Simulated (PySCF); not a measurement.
# YSe: from constants to spectrum

PBE constants of YSe, ²Σ⁺ (doublet), unpaired electrons σ ↑ (basis Y x2c-TZVPPall, Se x2c-TZVPPall; spin-free X2C with a Gaussian nucleus; PySCF 2.14; masses 88.9058 and 79.9165 u):

```
ωe                     : 335.0 cm⁻¹
ωexe                   : 0.615 cm⁻¹
Be                     : 0.068977 cm⁻¹
αe                     : 0.000174 cm⁻¹
De to Y (4d1 5s2) + Se : 5.19 eV
```

Question: What force constant and bond length do these constants imply?

Answer: Reduced mass μred = 42.086 u; k = 5.8918×10⁻⁷·μred·ωe² (u, cm⁻¹, mdyn/Å) = 2.78 mdyn/Å; Re = √(16.8576/(μred·Be)) (u, cm⁻¹, Å) = 2.410 Å.

Question: Estimate the centrifugal constant D from the Kratzer relation and find the Dunham coefficient a1.

Answer: D = 4Be³/ωe² = 1.17e-08 cm⁻¹; a1 = −1 − αeωe/(6Be²) = -3.04.

The metal atom is held in its measured ground configuration; semilocal functionals can put another filling of s and d lower by some tenths of an eV, and De to that atom would be smaller. These are scalar-relativistic numbers at best; spin–orbit coupling would shift them, the dissociation energy most. With d or f electrons several states lie close, and the lowest PBE0 determinant need not be the measured ground state.
